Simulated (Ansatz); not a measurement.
C2H5NOSi at its PBE0-D4/def2-TZVP geometry, where that method's forces vanish. Total charge 0; spin multiplicity 1. The bonds changed during the relaxation, so this is another structure than the one it started from.

```xyz
10

Si    0.9132   -1.2083    0.2637
N    -0.2022   -0.2742   -0.7214
C    -0.6551    0.9332   -0.3790
C    -0.4770    1.9045    0.5944
O    -1.3978    1.7096   -1.0288
H     0.7583   -0.7152    1.6493
H     0.5172   -2.6306    0.1405
H     2.3080   -1.0376   -0.2068
H    -0.4828   -0.5665   -1.6486
H    -1.2819    1.8852    1.3367
```

(1) What forces (eV/Å) does ωB97M-V/def2-TZVPP give on these atoms in the Gaussian-basis code of Ansatz? (Best estimate.)

Answers

(1) The calculation gave: 
```
Si1  0.154 -0.133  0.116
N2   0.031 -0.179 -0.091
C3  -0.153  0.073 -0.134
C4   0.000  0.183  0.226
O5   0.038 -0.041  0.020
H6   0.013 -0.050 -0.168
H7   0.050  0.178  0.016
H8  -0.176 -0.021  0.063
H9  -0.012  0.032  0.037
H10  0.056 -0.043 -0.085
```
